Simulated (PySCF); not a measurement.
# Tl: excitation energy

Tl [Xe] 4f14 5d10 6s2 6p1 (2P) → Tl [Xe] 4f14 5d10 6s2 7s1 (2S), as a difference of total energies. Computed with PySCF 2.14 in aug-cc-pwCVTZ-DK3 with one added diffuse shell each of s, d, f type (12s10p9d6f1g, 138 functions), with the spin-free X2C one-electron Hamiltonian (Gaussian nucleus). The calculations carry no spin-orbit coupling.

```
method  excitation energy (cm⁻¹)
   UHF                     19225
M06-2X                     19742
 B97-3                     20068
```

For comparison: 21282 cm⁻¹ (measured; NIST levels, between the centres of gravity of the two terms).
